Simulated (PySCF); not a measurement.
Compound: C₅H₈NO (doublet state).
SMILES with atom numbers: `[CH2:1][C:2](=[O:3])[NH:4][CH:5]1[CH2:6][CH2:7]1` (hydrogens: H8, H9 on C1; H10 on N4; H11 on C5; H12, H13 on C6; H14, H15 on C7)

Cartesian coordinates in Å at the GFN2-xTB level; atoms count from 1:
```
atom  x, y, z in Å
C1     2.863   -0.145    0.161
C2     1.629    0.072    0.827
O3     1.509    0.360    2.013
N4     0.515   -0.070    0.012
C5    -0.797    0.113    0.500
C6    -1.929   -0.705   -0.056
C7    -1.843    0.759   -0.368
H8     2.915   -0.384   -0.885
H9     3.775   -0.062    0.721
H10    0.633   -0.298   -0.962
H11   -0.774    0.340    1.558
H12   -2.689   -1.048    0.629
H13   -1.706   -1.405   -0.847
H14   -1.562    1.047   -1.370
H15   -2.543    1.432    0.101
```

The hyperfine couplings belong to this conformer and change with its torsions.

Method: UKS B3LYP, pcH-1 on C H N O, non-relativistic, mean-field spin-orbit, GIAO (PySCF). One conformer (not necessarily the lowest) at the GFN2-xTB geometry, without solvent, vibrations or thermal averaging. Couplings are sensitive to structure, and on GFN2-xTB geometries they can be far from those on DFT ones. No stability test was run, so a lower SCF solution isn't excluded.

The Mulliken spin populations are largest on C1 (+0.95), O3 (+0.12), C2 (-0.10) and N4 (+0.09). C1 is the only atom above +0.15. The positive populations add up to 1.19 and the negative ones to -0.19, together 2S = 1. The angles at C1 add up to 360.0°, so it is planar; its axial dipolar tensor and the negative couplings of its protons fit spin in a p orbital normal to that plane.

(1) McConnell's relation a(H) = Q·ρ ties the coupling of a proton on a planar π carbon to the spin population of that carbon. What Q do the computed values give?

## Answers

(1) 
| H | C | ρ(C) | a(H) (G) | a/ρ (G) |
| --- | --- | --- | --- | --- |
| H8 | C1 | +0.946 | -19.92 | -21.0 |
| H9 | C1 | +0.946 | -20.49 | -21.7 |

These protons share one ρ (within 0.01), so their mean ratio, Q = -21.3 G, is no test of linearity. In McConnell's picture π spin on carbon polarises the C–H bond and leaves opposite spin at the proton, which makes Q negative, as found here.

Couplings in gauss use g_iso = 2.0035.
